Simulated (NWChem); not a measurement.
System: HS2, doublet; SMILES S[S]

NWChem input:

```
start job
memory heap 200 mb stack 900 mb global 1100 mb
geometry units angstroms noautoz
  S      0.029869    -1.052074     0.000000
  S      0.067440     0.943595     0.000000
  H     -1.275563     1.274027     0.000000
end
basis spherical
  S library def2-tzvp
  H library def2-tzvp
end
dft
  odft
  mult 2
  xc hcth407
  iterations 150
  mulliken
end
task dft energy
```

In the optimisation the excess spin sits in a" (Cs, its own frame). All runs use the structure optimised with PBE-D3(BJ)/def2-SVP, spin-unrestricted. No stability test was run on the SCF state.

Q: Give the results of this calculation. (HCTH/407/def2-TZVP, spin-unrestricted.) Quantities: energy (Ha); highest occupied level (eV); lowest empty minus highest occupied level, either spin (eV); dipole (D); <S²>.

A: 
```
Quantity                                                      Result
-----------------------------------------------------------  -------
energy (Ha)                                                  -797.10
highest occupied level (eV)                                    -6.02
lowest empty minus highest occupied level, either spin (eV)     1.27
dipole (D)                                                      1.57
<S²>                                                           0.754
```
